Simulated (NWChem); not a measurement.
System: CdNH₃S; SMILES [NH2][Cd][SH]

```xyz
6

Cd     0.4775    -0.1110    -0.0761
N      0.8917    -2.0703     0.0421
H      0.2397    -2.6689    -0.4623
H      0.9458    -2.4318     0.9930
S      0.1897     2.1985    -0.3123
H     -1.0261     2.1895     0.2788
```
Atoms are numbered in this order, from 1.

Level: PBE0/def2-SVP with def2 effective core potentials on Cd (NWChem), optimised geometry, unscaled harmonic frequencies. def2 effective core potentials on Cd; no spin-orbit coupling.

Task: List the harmonic frequencies with IR intensities, and the thermochemistry.

Result: 
```csv
frequency (cm⁻¹),IR intensity (km/mol)
115,1.2
115,4.6
183,1.0
347,6.5
485,144.8
605,26.7
647,11.8
765,19.2
1533,5.0
2712,1.4
3549,9.4
3647,10.2
```

| Quantity | Result |
|---|---|
| zero-point energy | 21.0 kcal/mol |
| thermal correction to the enthalpy at 298.15 K (with zero-point energy) | 25.3 kcal/mol |
| heat capacity Cv | 17.3 cal/(mol K) |
| entropy at 298.15 K and 1 atm (symmetry number 1) | 76.5 cal/(mol K) |

Rigid rotor and harmonic oscillator.
